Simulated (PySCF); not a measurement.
Correlation energy of S²⁺ (sulfur, charge +2)

[Ne] 3s2 3p2, high-spin 3P determinant. Computed with PySCF 2.14 in def2-QZVPPD, with the non-relativistic Hamiltonian (point nucleus). Frozen: [Ne]; 4 electrons correlated.

```csv
level,correlation energy (mhartree)
CCSD,-93.09
(T),-2.53
CCSD(T),-95.62
```

Diagnostics: T1 = 0.0089, D1 = 0.0222, largest double amplitude 0.104.

Q: Is a single reference adequate?

A: Mostly. T1 lies below 0.03, but a double amplitude of this size points to a near-degeneracy that CCSD handles and MP2 describes poorly.
